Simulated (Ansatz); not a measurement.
**A barrier at the coupled-cluster level**

Start structure (BH₃BrF, singlet), relaxed at PBE0-D4/def2-TZVP:

```
6
angstrom
B 0.2053 0.5862 -0.8144
F 1.3928 0.4574 -0.2423
H -0.0943 -0.2039 -1.6616
H -0.4627 1.5300 -0.5062
H 0.1379 -1.2219 1.8779
Br -1.1791 -1.1477 1.3465
```

The step: BH₂F ([BH2][F]) + HBr → BH₂Br ([BH2][Br]) + HF; bonds formed: B1–Br6, F2–H5; bonds broken: B1–F2, H5–Br6. Program: Ansatz 0.2.0. Basis: def2-TZVPP and def2-QZVPP. Cores are frozen in the correlated methods. Filled d shells of the heavier atoms are correlated. The def2 sets are not built for correlating such inner shells, so the correlated values are less sure here. Extrapolation: Hartree–Fock as exp(−7.88 √X), correlation as X^−2.97. Energies below are by CCSD(T) at an estimated basis limit (MP2 extrapolated from triple and quadruple zeta, plus CCSD(T) − MP2 in triple zeta).

Task: What are the electronic barrier and the energy of the step, from the start structure to the end structure? (An estimate is asked for; the value comes from the calculation.)

Result: The calculation gives: Barrier 1.021 eV; step energy 0.517 eV (uphill); reverse barrier, their difference, 0.504 eV. Barrier and step energy count from the start structure, the reverse barrier from the end structure.

The saddle point: One imaginary mode of 883i cm⁻¹.
```
  pair  start (Å)  saddle (Å)  end (Å)
B1–Br6       3.10        2.21     1.93
 F2–H5       2.98        1.20     0.93
 B1–F2       1.32        1.52     2.25
H5–Br6       1.42        1.66     2.68
```

Zero-point energy (harmonic, PBE0-D4): ZPE is 0.821 eV at the start and 0.817 eV at the saddle, so the barrier goes from 1.021 to 1.018 eV.

The T1 diagnostic stays at or below 0.010.

Labels in which every atom is bracketed show which atoms are joined, not bond orders.

For scale, one of the runs: CCSD(T)/def2-TZVPP, 152 basis functions, launched by `ansatz run in.yaml --threads 2 --pin off --events-out ev --progress --plain --max-ram 4352MiB`. Hardware: 2 CPU threads of an Arm Neoverse V1, shared host. Wall time 44 s; peak host memory 1.1 GiB.
